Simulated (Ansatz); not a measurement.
Potential energy curve for GaH, singlet.

Computed with: RHF/aug-cc-pVTZ (Ansatz, a first-principles code); RMP2 = MP2 on RHF/aug-cc-pVTZ, cores with 3d frozen (Ansatz); UHF/aug-cc-pVTZ (Ansatz); UMP2 = MP2 on UHF/aug-cc-pVTZ, cores with 3d frozen (Ansatz); UCCSD = CCSD on UHF/aug-cc-pVTZ, cores with 3d frozen (Ansatz); UCCSD(T) = CCSD(T) on UHF/aug-cc-pVTZ, cores with 3d frozen in Ansatz; UCCSDT = CCSDT on UHF/aug-cc-pVTZ, cores with 3d frozen run with Ansatz; UCCSDT(Q) = Ansatz with CCSDT(Q) on UHF/aug-cc-pVTZ, cores with 3d frozen; RKS-BLYP = restricted BLYP/aug-cc-pVTZ in Ansatz; UKS-BLYP = unrestricted BLYP/aug-cc-pVTZ (Ansatz); RKS-PBE0 = restricted PBE0/aug-cc-pVTZ (Ansatz); UKS-PBE0 = unrestricted PBE0/aug-cc-pVTZ run with Ansatz; RKS-PBE = Ansatz with restricted PBE/aug-cc-pVTZ; UKS-PBE = Ansatz with unrestricted PBE/aug-cc-pVTZ; FCI = full CI/aug-cc-pVTZ, cores with 3d frozen run with Ansatz.

All curves are set to zero at 1.68 Å and compared with full CI in the same basis at 1.68, 1.73, 1.79, 1.85, 1.95, 2.07, 2.28, 2.53, 2.77, 2.98, 3.34, 3.66, 4.14, 4.53, 4.94, 5.97, 6.68 Å.

**Question.** Order the methods by the spread of their error (largest minus smallest) over these points.

**Answer.** UCCSDT(Q) has the smallest spread and RHF the largest. In order (mEh): UCCSDT(Q) 0.42, UCCSDT 0.75, UCCSD(T) 3.70, UKS-PBE 3.98, UCCSD 5.34, UKS-BLYP 7.52, UKS-PBE0 8.94, UMP2 22.19, RKS-BLYP 23.84, RKS-PBE 27.82, UHF 38.26, RKS-PBE0 49.12, RMP2 53.02, RHF 87.98.

Errors against full CI at some of the points (mEh):

```json
[
 {"method": "UCCSDT(Q)", "2.07 Å": "0.0", "2.53 Å": "0.1", "3.34 Å": "0.1", "4.14 Å": "0.1", "6.68 Å": "-0.3"},
 {"method": "UCCSDT", "2.07 Å": "0.0", "2.53 Å": "0.1", "3.34 Å": "0.4", "4.14 Å": "0.4", "6.68 Å": "-0.3"},
 {"method": "UCCSD(T)", "2.07 Å": "0.1", "2.53 Å": "0.6", "3.34 Å": "3.0", "4.14 Å": "2.1", "6.68 Å": "-0.3"},
 {"method": "UKS-PBE", "2.07 Å": "-1.3", "2.53 Å": "-2.4", "3.34 Å": "-2.0", "4.14 Å": "-4.0", "6.68 Å": "-2.9"},
 {"method": "UCCSD", "2.07 Å": "0.4", "2.53 Å": "1.6", "3.34 Å": "4.6", "4.14 Å": "2.0", "6.68 Å": "-0.7"},
 {"method": "UKS-BLYP", "2.07 Å": "-2.2", "2.53 Å": "-4.5", "3.34 Å": "-5.9", "4.14 Å": "-7.5", "6.68 Å": "-2.9"},
 {"method": "UKS-PBE0", "2.07 Å": "1.0", "2.53 Å": "2.8", "3.34 Å": "3.0", "4.14 Å": "-1.6", "6.68 Å": "-3.9"},
 {"method": "UMP2", "2.07 Å": "1.9", "2.53 Å": "12.9", "3.34 Å": "8.5", "4.14 Å": "-2.3", "6.68 Å": "-6.0"},
 {"method": "RKS-BLYP", "2.07 Å": "-2.2", "2.53 Å": "-4.5", "3.34 Å": "-4.7", "4.14 Å": "1.6", "6.68 Å": "18.5"},
 {"method": "RKS-PBE", "2.07 Å": "-1.3", "2.53 Å": "-2.4", "3.34 Å": "-0.5", "4.14 Å": "7.2", "6.68 Å": "25.4"},
 {"method": "UHF", "2.07 Å": "3.0", "2.53 Å": "5.5", "3.34 Å": "-14.7", "4.14 Å": "-28.3", "6.68 Å": "-32.8"},
 {"method": "RKS-PBE0", "2.07 Å": "1.0", "2.53 Å": "2.8", "3.34 Å": "9.6", "4.14 Å": "21.9", "6.68 Å": "49.1"},
 {"method": "RMP2", "2.07 Å": "1.9", "2.53 Å": "5.4", "3.34 Å": "15.4", "4.14 Å": "30.8", "6.68 Å": "51.8"},
 {"method": "RHF", "2.07 Å": "3.0", "2.53 Å": "7.5", "3.34 Å": "19.8", "4.14 Å": "38.9", "6.68 Å": "88.0"}
]
```

The restricted form behind RHF, RMP2, RKS-BLYP, RKS-PBE0, RKS-PBE keeps the bonding electrons paired and can't separate into open-shell fragments. The T1 diagnostic of CCSD on the restricted reference of RMP2 exceeds 0.045 at 2.98 to 6.68 Å. The unrestricted determinant behind UHF, UMP2, UCCSD, UCCSD(T), UCCSDT, UCCSDT(Q) is spin-contaminated at 1.27 to 1.51, 2.53 to 6.68 Å (<S²> up to 1.0, against 0.00 for a pure singlet). The unrestricted determinant behind UKS-BLYP is spin-contaminated at 3.34 to 6.68 Å (<S²> up to 0.8, against 0.00 for a pure singlet). The unrestricted determinant behind UKS-PBE0 is spin-contaminated at 2.98 to 6.68 Å (<S²> up to 1.0, against 0.00 for a pure singlet). The unrestricted determinant behind UKS-PBE is spin-contaminated at 3.34 to 6.68 Å (<S²> up to 1.0, against 0.00 for a pure singlet). Also computed but left out beside FCI, since their determinant holds another spin at the minimum (<S²> over 0.7 above the pure value): UHF/STO-3G.
